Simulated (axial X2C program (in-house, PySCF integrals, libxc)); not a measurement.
# Low determinants of MoIn at the PBE0 level, 2c

Calculated with an in-house relativistic program for diatomic molecules. Two-component (2c) means X2C with spin–orbit coupling and atomic mean-field two-electron Coulomb and Gaunt terms. Basis: In dyall-cv3z [11s12p9d4f1g], Mo dyall-cv3z [11s12p9d5f3g] (cores contracted in-house); Gaussian nuclei, density fitting, unrestricted open shells. Masses: In 114.904 u, Mo 97.905 u.

Search at 2.961 Å (vertical energies from the lowest determinant):

| ΔE (eV) | state | electrons beyond evenly filled partner blocks | electrons in ±ω = 1/2, 3/2, 5/2, 7/2 |
| --- | --- | --- | --- |
| 0.00 | Ω = 5/2 | ω = 5/2 | 58 26 7 0 |
| 0.43 | Ω = 7/2 | 2 × ω = 1/2, ω = 5/2 | 58 26 7 0 |
| 0.61 | Ω = 3/2 | ω = 1/2, ω = -3/2, ω = 5/2 | 57 27 7 0 |
| 0.65 | Ω = 9/2 | ω = 1/2, ω = 3/2, ω = 5/2 | 57 27 7 0 |
| 1.43 | Ω = 1/2 | ω = -1/2, ω = -3/2, ω = 5/2 | 57 27 7 0 |
| 1.63 | Ω = 3/2 | ω = 1/2, ω = -3/2, ω = 5/2 | 59 25 7 0 |
| 1.67 | Ω = 3/2 | 2 × ω = -1/2, ω = 5/2 | 58 26 7 0 |

Lowest determinant, Ω = 5/2 (⟨Sz⟩ = 2.52, ⟨Lz⟩ = -0.02 at PBE0): Re = 2.949 Å, ωe = 127.9 cm⁻¹.

The determinant in row 2 of the search, Ω = 7/2 (⟨Sz⟩ = 2.52, ⟨Lz⟩ = 0.98 at PBE0), was followed along the bond at PBE0; measured from the minimum of the lowest determinant it gives:

Te = 0.386 eV (3116 cm⁻¹), Re = 2.776 Å, ωe = 133.4 cm⁻¹.

Compare the bond of the determinant in row 2 with that of the lowest one.

At PBE0 its Re is 0.173 Å shorter and its force constant, which goes as ωe², is 1.09 times that of the lowest determinant. T0 ≈ Te + Δωe/2 = 3116 + (3) = 3119 cm⁻¹.

The search compares states at one distance, so a state with another bond length can lie lower; it is not exhaustive and yields mostly the lowest determinant of each block pattern, so other components and higher states of one pattern are missing. These are energies of single determinants, not of spin-adapted states; PBE0 term energies can be off by some tenths of an eV, and the functional has no current term.
